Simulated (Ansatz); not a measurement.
Isolated molecules relaxed with PBE0-D4/def2-TZVP in Ansatz; ΔE leaves out vibrations. CBS: MP2 limit from def2 TZ/QZ plus the TZ coupled-cluster correction, frozen cores. This one scheme is used for every species. DFT in def2-TZVPP. B3LYP here is the variant with VWN-RPA as its local correlation; programs differ in this. One conformer a species, not always the lowest.

`CN(P)[CH2][AlH2]` + `N[SiH2]N` → `N[SiH2]N[CH2][AlH2]` + `CNP`  (substitution at a C–N bond)

Is it downhill or uphill in electronic energy at CCSD(T)/CBS, and by how much? (Estimate.)

Computed: Uphill: ΔE = +8.2 kJ/mol.

What do these levels give: B3LYP-D4, ωB97X-V, B2PLYP, B3LYP, MP2/def2-TZVPP, HF/CBS(def2)? (Estimate.)

Computed: B3LYP-D4 2.2, ωB97X-V 1.8, B2PLYP 0.1, B3LYP -6.2, MP2/def2-TZVPP 10.5, HF/CBS(def2) -16.3 kJ/mol.

Largest T1 diagnostic among the species: 0.012.

In def2-TZVPP, CCSD(T) changes the Hartree–Fock value by +24.4 kJ/mol (the triples alone add +4.7 kJ/mol) and MP2 by +26.8 kJ/mol. The D4 term adds +8.4 kJ/mol with B3LYP and +4.4 kJ/mol with PBE0; it sums over pairs of atoms, weighted by their polarisabilities, and B3LYP, whose exchange is more repulsive, gets the larger term.
